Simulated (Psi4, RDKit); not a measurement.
Internal rotation in SMILES C#C[SiH2][SiH2]C#N. Scanned: dihedral C2–Si3–Si4–C5; all other coordinates were relaxed at B3LYP-D3(BJ)/def2-SVP. Points at φ and −φ are mirror images. Heavy atoms are numbered in the order of the SMILES C#C[SiH2][SiH2]C#N, hydrogens after them in the order of the atoms that carry them; the mirror image has the same energies with the sign of each dihedral reversed.

HF/cc-pVTZ // B3LYP-D3(BJ)/def2-SVP (Psi4); UFF // B3LYP-D3(BJ)/def2-SVP (RDKit); wB97X-D/def2-TZVP // B3LYP-D3(BJ)/def2-SVP (Psi4).

Energies in kJ/mol, each method relative to its own lowest point.

| φ / ° | HF/cc-pVTZ | UFF | wB97X-D/def2-TZVP |
|---|---|---|---|
| -150 | 2.32 | 3.73 | 2.21 |
| -120 | 4.72 | 6.97 | 4.45 |
| -90 | 2.94 | 3.12 | 2.32 |
| -60 | 1.77 | 0.00 | 0.72 |
| -30 | 5.04 | 3.91 | 2.99 |
| 0 | 7.64 | 7.90 | 5.16 |
| 30 | 5.04 | 3.91 | 2.99 |
| 60 | 1.77 | 0.00 | 0.72 |
| 90 | 2.94 | 3.12 | 2.32 |
| 120 | 4.72 | 6.97 | 4.45 |
| 150 | 2.32 | 3.73 | 2.21 |
| 180 | 0.00 | 0.45 | 0.00 |
